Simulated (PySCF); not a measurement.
# Successive ionisation energies of gold

Calculated with PySCF 2.14, two-component X2C-1e (Gaussian nucleus, no Breit or QED terms), each ion in its own even-tempered basis; GMP2 freezes the deep shells of the larger ions and drops the highest virtual spinors; eV.

| ion | configuration | GHF (spin-free) | GHF (screened spin-orbit) | GMP2 (screened spin-orbit) | NIST | kind |
| --- | --- | --- | --- | --- | --- | --- |
| Au⁶⁹⁺ | [Ne] | 18595.3 | 18062.7 | 18064.3 | 18040 ± 50 | theoretical |
| Au⁷⁰⁺ | [He] 2s2 2p5 | 18949.4 | 18419.0 | 18420.7 | 18400 ± 60 | theoretical |
| Au⁷¹⁺ | [He] 2s2 2p4 | 19306.4 | 18808.6 | 18809.0 | 18790 ± 60 | theoretical |
| Au⁷²⁺ | [He] 2s2 2p3 | 19781.3 | 19172.0 | 19172.3 | 19150 ± 70 | theoretical |
| Au⁷³⁺ | [He] 2s2 2p2 | 20145.4 | 21509.8 | 21511.9 | 21470 ± 90 | theoretical |
| Au⁷⁴⁺ | [He] 2s2 2p1 | 20512.7 | 21951.8 | 21949.1 | 21920 ± 90 | theoretical |
| Au⁷⁵⁺ | [He] 2s2 | 22533.5 | 22533.5 | 22540.1 | 22500 ± 100 | theoretical |
| Au⁷⁶⁺ | [He] 2s1 | 22901.3 | 22901.3 | 22901.6 | 22868.1 ± 0.3 | theoretical |
| Au⁷⁷⁺ | 1s2 | 91760.2 | 91760.2 | 91762.3 | 91515.8 ± 0.3 | theoretical |
| Au⁷⁸⁺ | 1s1 | 93411.1 | 93411.1 | 93411.1 | 93254.62 ± 0.2 | theoretical |

Problem. Where is the largest relative jump?

Solution. From Au⁷⁶⁺ to Au⁷⁷⁺: 22901.6 to 91762.3 eV, where the electron removed from 1s2 comes from a deeper shell or subshell.
